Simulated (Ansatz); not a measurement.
Cost and result up the ladder for In13As13H30, a nanocrystal cut from zinc blende InAs (hydrogen-capped) (56 atoms). Total charge 0; singlet. Geometry: r2SCAN-D4/def2-SVP.

Cartesian coordinates in Å:
```
In -1.351 -0.248 3.105
In 2.836 -2.023 3.156
In -0.636 -4.738 3.160
In -2.211 -2.529 -0.490
In 2.000 -4.239 -0.336
In 2.110 2.699 3.219
In -2.022 4.243 3.279
In -2.870 1.762 -0.433
In 0.635 4.651 -0.216
In 1.128 0.178 -0.381
In 0.331 -2.025 -4.227
In -0.309 2.142 -4.171
In -3.812 -0.528 -4.248
As 0.292 -2.252 3.755
As -0.384 2.139 3.814
As 3.484 0.483 3.908
As -1.309 -0.207 0.444
As 2.676 -1.799 0.502
As -0.494 -4.335 0.474
As -2.046 -2.277 -3.144
As 1.832 -3.903 -3.006
As 2.015 2.504 0.560
As -1.770 3.974 0.584
As -2.647 1.641 -3.093
As 0.567 4.349 -2.895
As 1.155 0.218 -3.042
H -2.928 -0.500 3.770
H 4.007 -3.163 3.709
H -2.305 -4.780 3.587
H 0.620 -5.854 3.567
H -3.830 -2.893 -0.001
H 3.135 -5.475 0.065
H 2.888 4.122 3.807
H -3.624 3.763 3.695
H -1.164 5.675 3.724
H -4.520 1.607 0.059
H 1.349 6.159 0.222
H 0.559 -2.058 -5.937
H -0.108 2.287 -5.879
H -5.332 -0.771 -3.472
H -3.452 -0.451 -5.937
H 0.331 -2.211 5.271
H -0.330 2.073 5.329
H 3.591 0.479 5.418
H 4.955 0.714 3.636
H 4.080 -1.535 -0.003
H -0.964 -5.642 -0.136
H -2.477 -3.634 -3.667
H 1.440 -5.239 -3.599
H 3.231 -3.867 -3.585
H 3.432 2.687 0.054
H -2.612 5.096 0.006
H -3.467 2.820 -3.581
H -0.205 5.524 -3.456
H 1.913 4.745 -3.466
H 2.589 0.444 -3.478
```

Ansatz on 11 threads of AMD EPYC 7R13 on a shared host and a whole NVIDIA H100 80GB HBM3. Times are rough, and most runs start from the orbitals of an earlier one. No level here is sound enough to serve as a yardstick. Binding counts from free atoms at the same level (In doublet, As quartet, H doublet; other spins of the atoms weren't run), without zero-point energy or a counterpoise term.

In the def2 sets In takes a core potential; there is no spin–orbit coupling. B3LYP takes the VWN-RPA correlation. Correlated methods freeze 169 core orbitals; core or outer-core shells of In, As are correlated, in sets that lack core-valence functions. The rows differ in basis, and correlated rows in double-zeta sets carry the largest basis error. Single mean-field runs in def2-SVP, def2-TZVP are fitted with def2-universal-jkfit.

Correlated methods converge slowly with the basis, most of all in double-zeta sets.

```json
{"level": "PBE-D4/def2-SVP", "functions": "904", "wall time": "15 s", "binding energy per atom (eV)": "2.43"}
{"level": "PBE-D4/def2-TZVP", "functions": "1454", "wall time": "16 s", "binding energy per atom (eV)": "2.44"}
{"level": "r2SCAN-D4/def2-SVP", "functions": "904", "wall time": "16 s", "binding energy per atom (eV)": "2.43"}
{"level": "PBE0-D4/def2-TZVP", "functions": "1454", "wall time": "25 s", "binding energy per atom (eV)": "2.44"}
{"level": "PBE0-D4/def2-SVP (with forces)", "functions": "904", "wall time": "27 s", "binding energy per atom (eV)": "2.42"}
{"level": "B3LYP-D4/def2-SVP (with forces)", "functions": "904", "wall time": "28 s", "binding energy per atom (eV)": "2.41"}
{"level": "MP2/def2-SVP", "functions": "904", "wall time": "29 s", "binding energy per atom (eV)": "2.23"}
```
